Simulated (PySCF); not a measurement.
Stationary points of TeBr3

All numbers come from B3LYP in PySCF with Te def2-SVP with ECP28, Br def2-SVP; scalar-relativistic core potentials, no spin–orbit coupling; density-fitted integrals.

Relaxations began from a few typed shapes; open shells are unrestricted. The search is not exhaustive: other isomers or separated fragments can lie lower, and high-lying points may rest on an excited occupation.

| spin | group | bonds | angles | imaginary modes (cm⁻¹) | ΔE (kJ/mol) | ΔE with ZPE (kJ/mol) |
| --- | --- | --- | --- | --- | --- | --- |
| doublet | C3v | Te–Br 2.620 Å (×3) | Br–Te–Br 116.5° (×3) | none | 0.0 | 0.0 |
| doublet | D3h | Te–Br 2.635 Å (×3) | Br–Te–Br 120.0° (×3) | 80i | 9.1 | – |

The lowest minimum found is the doublet C3v: Te–Br 2.620 Å (×3); Br–Te–Br 116.5° (×3).

For the lowest minimum: no spin–orbit coupling is included, which matters more the heavier the element.
